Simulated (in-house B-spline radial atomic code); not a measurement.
Ba²⁺. Computed with a B-spline radial atomic code. Model: non-relativistic spherical atom: semilocal Troullier-Martins pseudo-atom, one channel per l, against all electrons, high spin, G0W0 and RPA with empty states to l = 8, local potential for every l without a channel, a model core (radius 0 = none) keeps its share of the functional.

Without relativity these are model numbers for so heavy an element.

What the tables leave out is listed at the end.

The pseudopotential gives back the lowest level of each angular momentum of its own functional in the configuration it was made in; a second state of the same l is only approximately right. Exact exchange, RPA and GW see the smooth pseudo-orbitals and miss the exchange with the core, for which the functional's share stands in. The column with an uncorrelated core keeps all orbitals and exact exchange, and so separates missing core correlation from pseudisation. Only the three outermost levels and the lowest empty one were computed. RPA here is direct RPA, with no exchange kernel, and its energies carry an (l + 1/2)⁻⁴ tail. A hybrid on a potential with a model core restores only its own semilocal share of the core's exchange.

Command:
```bash
python run_psgw.py task.json out
```
Settings (lengths in bohr, energies in hartree):
```
Z                      56
electrons              54
configuration          [Kr] 4d10 5s2 5p6
generated_in           [Xe] 6s2
functional             pbe,pbe
core_shells            8
radius_factor          1.3
core_correction        True
```

Run time, properties included: 34 s on 1 thread of Arm Neoverse N1, with other jobs on the host.

Given: made with PBE; model core radius 0.52 bohr; local radius 1.098 bohr; mean-field start PBE.

Valence shells of the generating configuration: 4d, 5s, 5p, 6s.

Channel: s 2.008, p 2.182, d 0.907 (radii in bohr).

Computed: largest level miss in the spin-unpolarised generating configuration 0.072 eV; valence RPA correlation energy all-electron orbitals -1.1528 hartree; valence RPA correlation energy pseudo -1.3698 hartree; all-electron RPA polarisability, core included 9.9335 bohr³.

| level | occupied | mean-field all-electron (eV) | mean-field pseudo minus all (eV) | G0W0 all-electron (eV) | G0W0 uncorrelated core minus all (eV) | G0W0 pseudo minus all (eV) | exchange self-energy all-electron (eV) | exchange self-energy pseudo (eV) |
| --- | --- | --- | --- | --- | --- | --- | --- | --- |
| 5p | 1 | -30.771 | -0.174 | -36.275 | 0.023 | -0.991 | -23.187 | -21.693 |
| 5d (empty) | 0 | -13.41 | -0.154 | -10.057 | 0.039 | 0.222 | -6.0429 | -4.6284 |

**Question.** What is the pseudo-atom RPA polarisability?

**Answer.** 9.846 bohr³.

Given: mean-field start PBE0.

Computed: valence RPA correlation energy all-electron orbitals -1.0948 hartree; valence RPA correlation energy pseudo -1.3138 hartree; all-electron RPA polarisability, core included 9.1244 bohr³.

```csv
level,occupied,mean-field all-electron (eV),mean-field pseudo minus all (eV),G0W0 all-electron (eV),G0W0 uncorrelated core minus all (eV),G0W0 pseudo minus all (eV),exchange self-energy all-electron (eV),exchange self-energy pseudo (eV)
5p,1,-32.378,-0.353,-36.441,0.024,-0.886,-23.133,-21.938
4d,1,-109.63,3.259,-116.62,-0.789,7.006,-64.584,-40.585
5d (empty),0,-12.363,0.116,-9.977,0.037,0.325,-5.7176,-4.2776
```

**Question.** What is the pseudo-atom RPA polarisability?

**Answer.** 8.8191 bohr³.

Among the listed levels the largest G0W0 shift of the pseudo-atom is +7.01 eV, for 4d on the PBE0 start, while leaving the core uncorrelated moves that level by -0.79 eV. So pseudisation and the lost core exchange, not the missing core correlation, make the error. Not in the tables (levels of low weight, unsolved or above zero; the highest and the empty levels are kept at any weight): on PBE the G0W0 levels 5s (pseudo minus all -0.62 eV, weights 0.51 and 0.56), 4d (pseudo minus all +6.06 eV, weights 0.11 and 0.80); on PBE0 the G0W0 levels 5s (pseudo minus all -0.85 eV, weights 0.71 and 0.72); no Hartree-Fock pseudo-atom is run with a model core.
